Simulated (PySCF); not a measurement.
**ORD: `C1=C=C(F)CCCCCC1`, C₉H₁₃F**

Geometry:
```tsv
atom	x (Å)	y (Å)	z (Å)
F1	1.238	-3.463	-0.235
C2	0.769	-2.538	0.624
C3	1.439	-1.435	0.861
C4	1.929	-0.244	1.107
C5	1.557	0.994	0.321
C6	0.095	1.435	0.462
C7	-0.937	0.376	0.050
C8	-1.497	-0.485	1.198
C9	-1.720	-1.964	0.858
C10	-0.557	-2.888	1.239
H11	2.639	-0.125	1.938
H12	2.216	1.823	0.623
H13	1.763	0.809	-0.747
H14	-0.030	2.336	-0.160
H15	-0.100	1.760	1.499
H16	-0.490	-0.273	-0.720
H17	-1.782	0.876	-0.451
H18	-0.831	-0.418	2.074
H19	-2.452	-0.045	1.529
H20	-1.940	-2.068	-0.219
H21	-2.613	-2.337	1.384
H22	-0.785	-3.924	0.945
H23	-0.453	-2.888	2.337
```

Method used: TDDFT CAM-B3LYP/def2-SVPD circular dichroism and optical rotation, one conformer, gas phase (PySCF 2.14.0). Geometry: PBE0-D3(BJ)/def2-SVP.

States above about 8.2 eV (minus the energy of the highest occupied orbital) lie near or above the ionisation threshold and depend on the basis. No stereocentre is labelled: unless the shape is locked (an allene, a helicene, a hindered biaryl), the mirror image is equally populated and a measured rotation or CD is zero.

Problem. Give the optical rotatory dispersion at 633, 589.3, 546, 436, 405, 365, 355 nm.

Solution. [α] in deg dm⁻¹ (g/mL)⁻¹:
| λ (nm) | origin-invariant length gauge | modified velocity gauge | length gauge (centre of mass) | isotropic polarisability (au) |
| --- | --- | --- | --- | --- |
| 633 | +94.0 | +102.3 | +93.2 | 107.6 |
| 589.3 | +110.2 | +120.2 | +109.3 | 108.0 |
| 546 | +130.9 | +143.1 | +129.9 | 108.6 |
| 436 | +222.6 | +246.1 | +220.8 | 110.8 |
| 405 | +267.2 | +297.2 | +264.9 | 111.9 |
| 365 | +348.4 | +393.0 | +345.2 | 113.8 |
| 355 | +374.6 | +424.7 | +371.0 | 114.4 |

Problem. And for the mirror image at 589.3 nm?

Solution. -110.2 deg dm⁻¹ (g/mL)⁻¹ (origin-invariant length gauge): the same size and the opposite sign.

Problem. What is the molar rotation [Φ] = [α]·M/100 of the geometry above at 589.3 nm?

Solution. With M = 140.20 g/mol, +154.5 deg cm² dmol⁻¹ (origin-invariant length gauge).

The first excitation lies at 4.75 eV (261 nm) with R = -0.1 × 10⁻⁴⁰ esu² cm² (velocity form).
